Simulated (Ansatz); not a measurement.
C$_{7}$H$_{9}$O (SMILES C[OH+]c1ccccc1), charge +1, singlet, at a GFN2-xTB geometry; Ansatz (a first-principles code) with MP2/STO-3G.

The Ansatz input:
Ansatz 0.2 input:
```yaml
crystal:
  periodic: [false, false, false]
  atoms:
    - {symbol: C, position_ang: [2.68581111, 0.47233117, -0.23426577]}
    - {symbol: O, position_ang: [1.70989725, 0.21900805, 0.81386579]}
    - {symbol: C, position_ang: [0.34471567, 0.03250646, 0.32907195]}
    - {symbol: C, position_ang: [0.01222459, -1.19816702, -0.20327298]}
    - {symbol: C, position_ang: [-1.28799653, -1.38978475, -0.64407141]}
    - {symbol: C, position_ang: [-2.21537241, -0.36423910, -0.54765958]}
    - {symbol: C, position_ang: [-1.85671093, 0.86026071, -0.00676033]}
    - {symbol: C, position_ang: [-0.56031393, 1.07014763, 0.43843242]}
    - {symbol: H, position_ang: [3.66463036, 0.55667222, 0.23538758]}
    - {symbol: H, position_ang: [2.67916004, -0.38406176, -0.90637054]}
    - {symbol: H, position_ang: [2.44929023, 1.37869168, -0.79224115]}
    - {symbol: H, position_ang: [1.70573102, 0.97635760, 1.43676038]}
    - {symbol: H, position_ang: [0.74141377, -1.99032729, -0.25934878]}
    - {symbol: H, position_ang: [-1.57168239, -2.34338551, -1.05898733]}
    - {symbol: H, position_ang: [-3.22491764, -0.52078929, -0.89251364]}
    - {symbol: H, position_ang: [-2.58071358, 1.65504338, 0.07210182]}
    - {symbol: H, position_ang: [-0.27623520, 2.02140386, 0.86543975]}
basis:
  gaussian:
    orbitals: STO-3G
total_charge: 1
magnetization: {spin_polarized: false}
correlation: {method: mp2, electrons: outside_noble_gas}
accuracy: high
```

What the program printed (banner, timings and long lists left out):

```
Functional definition: HF
1131 factors; integrals over basis functions are off by at most 4.3e-9 eV
mean field evaluation 1: about -9268.8352 eV, gradient 2.2e1 eV
mean field evaluation 2: about -9269.2346 eV, gradient 2.2e1 eV
mean field evaluation 4: about -9271.0562 eV, gradient 2.3e0 eV
mean field evaluation 8: about -9271.0813 eV, gradient 5.6e-5 eV
mean field -9271.07979989 eV, -340.7058984822 hartree, gradient 9.8e-9 eV, S^2 0.000000; 0 other end points of the search recorded, 0 dependent functions left out; unrestricted orbitals would lower it
mean field evaluation 16: about -9270.8341 eV, gradient 4.5e0 eV
8 core orbitals not correlated
reference -9271.07979989 eV, -340.7058984822 hartree; 21, 21 occupied and 20, 20 virtual orbitals, 1131 factors
second order -11.98299282 eV of doubles, -0.00000000 eV of singles
Total energy: -9283.06279271 eV, -341.1462653460 hartree
```
